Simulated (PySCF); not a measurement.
## Two-component Hartree-Fock for Re⁺ (rhenium, charge +1)

Start: [Xe] 4f14 5d4 6s1 6p1; 5d5/2 filled at m_j = -1/2, +1/2, +3/2, +5/2; 6s1/2 filled at m_j = +1/2; 6p3/2 filled at m_j = +3/2. Calculated with PySCF 2.14 in x2c-SVPall-2c with one added diffuse shell each of s, d type (8s9p10d2f, 99 functions): generalised Hartree-Fock with the X2C-1e Hamiltonian and a Gaussian nucleus; one run each with spin-orbit coupling (SO) switched off, then screened by Boettger's factors. This is a chosen level, not necessarily the ground level.

| spinor shell | electrons | ε, spin-free (eV) | ε, screened SO (eV) | weight of nominal j (screened SO) | rms radius, screened SO (bohr) |
| --- | --- | --- | --- | --- | --- |
| 1s1/2 | 2 | -72078.0 | -72055.3 | 1.000 | 0.0204 |
| 2s1/2 | 2 | -12652.6 | -12645.5 | 1.000 | 0.0824 |
| 2p1/2 | 2 | -11049.3 | -12079.6 | 1.000 | 0.0700 |
| 2p3/2 | 4 | -11049.3 | -10634.0 | 1.000 | 0.0775 |
| 3s1/2 | 2 | -3003.9 | -3001.6 | 1.000 | 0.210 |
| 3p1/2 | 2 | -2523.0 | -2749.4 | 1.000 | 0.202 |
| 3p3/2 | 4 | -2523.0 | -2430.0 | 1.000 | 0.217 |
| 3d3/2 | 4 | -1970.9 | -2010.4 | 1.000 | 0.192 |
| 3d5/2 | 6 | -1970.9 | -1942.3 | 1.000 | 0.196 |
| 4s1/2 | 2 | -671.46 | -670.77 | 1.000 | 0.468 |
| 4p1/2 | 2 | -510.88 | -564.13 | 1.000 | 0.476 |
| 4p3/2 | 4 | -510.88 | -488.88 | 1.000 | 0.509 |
| 4d3/2 | 4 | -305.22 | -313.29 | 0.999 | 0.532 |
| 4d5/2 | 6 | -305.22 | -299.18 | 0.999 | 0.543 |
| 5s1/2 | 2 | -114.54 | -114.44 | 1.000 | 1.11 |
| 5p1/2 | 2 | -70.670 | -79.304 | 0.933 | 1.27 |
| 4f5/2 | 6 | -74.466 | -75.629 | 0.983 | 0.636 |
| 4f7/2 | 8 | -74.466 | -73.082 | 0.986 | 0.639 |
| 5p3/2 | 4 | -70.670 | -66.923 | 0.962 | 1.30 |
| 5d5/2 | 4 | -24.513 | -24.380 | 0.579 | 1.88 |
| 6s1/2 | 1 | -19.297 | -19.265 | 0.995 | 3.01 |
| 6p3/2 | 1 | -11.378 | -11.213 | 1.000 | 4.26 |

| quantity | spin-free | screened SO |
| --- | --- | --- |
| E (hartree) | -16678.65267 | -16699.21352 |
| M_J | 6 | 6 |
| ⟨J²⟩ | 42.010 | 42.045 |
| ⟨L²⟩ | 12.008 | 12.912 |
| ⟨S²⟩ | 12.002 | 11.549 |

Each row is a mean over spinors that exchange with the open shell spreads, by up to 7.949 eV (5p3/2).

Rows whose weight is well below 1 are mixtures of j = l ± 1/2: exchange outweighs spin-orbit coupling there, and the label is only the starting occupation.

Breit and QED terms are absent; they matter most for the inner s and p1/2 levels.

Densities and radii are taken from the X2C orbitals without a picture-change correction, which distorts them close to the nucleus.

Without spin-orbit coupling the j labels of p, d and f shells carry no meaning; the spin-free column gives the mean over the occupied spinors of each nl shell.
